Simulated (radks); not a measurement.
Bi, configuration [Hg] 6p3 (the NIST ground configuration).

Method: scalar-relativistic Kohn-Sham, r2SCAN, spin-unpolarised, spherical densities, finite nucleus; meta-GGA in the generalised Kohn-Sham scheme; Fermi nuclear charge, rms radius 5.5211 fm; hard spherical wall at 4 bohr; computed with a radial shooting solver on a logarithmic mesh with Libxc functionals.

Energy parts (hartree):
part                       energy
total                 -21526.1899
kinetic                24403.0723
electron-nucleus      -53819.0993
Hartree                 8285.3647
exchange-correlation    -395.5276

Orbitals (lengths in bohr, moments of r in powers of bohr; r(max) is where P^2 peaks):
orbital  occ.  eigenvalue (hartree)    r(max)      <r>   <1/r>      <r^2>
1s          2             -3333.890  0.009660  0.01580   103.2  0.0003464
2s          2             -599.9305   0.05618  0.06648   24.27   0.005244
2p          6             -513.2015   0.04691  0.06055   21.22   0.004487
3s          2             -145.0543    0.1583   0.1715   9.004    0.03365
3p          6             -120.1707    0.1587   0.1736   8.118    0.03498
3d         10             -95.08815    0.1296   0.1575   7.601    0.02904
4s          2             -33.34713    0.3558   0.3770   3.875     0.1603
4p          6             -25.16003    0.3757   0.4022   3.481     0.1837
4d         10             -15.74275    0.3814   0.4224   3.131     0.2058
4f         14              -5.39323    0.3430   0.4412   2.743     0.2324
5s          2              -5.63623    0.7719   0.8341   1.636     0.7793
5p          6              -3.34276    0.8606   0.9511   1.403      1.020
5d         10              -0.76831     1.034    1.245   1.055      1.796
5f          0               0.93379     2.378    2.276  0.5090      5.630
6s          2              -0.32060     1.890    2.036  0.6175      4.548
6p          3               0.14523     2.261    2.284  0.5391      5.643
6d          0               0.81579     2.689    2.466  0.5314      6.660
7s          0               1.23835     3.040    2.426  0.5878      6.708

The highest occupied level is 6p at 3.952 eV. The pressure on the wall is 128 GPa. The electron density at the nucleus is 3.212e+06 e/bohr^3 (large components only). The density falls to 0.001 e/bohr^3 at r = 3.69 bohr. Summed over all electrons, <r^2> = 59.01 bohr^2, which gives a Langevin (diamagnetic) susceptibility term of -46.7 x 10^-6 cm^3/mol.
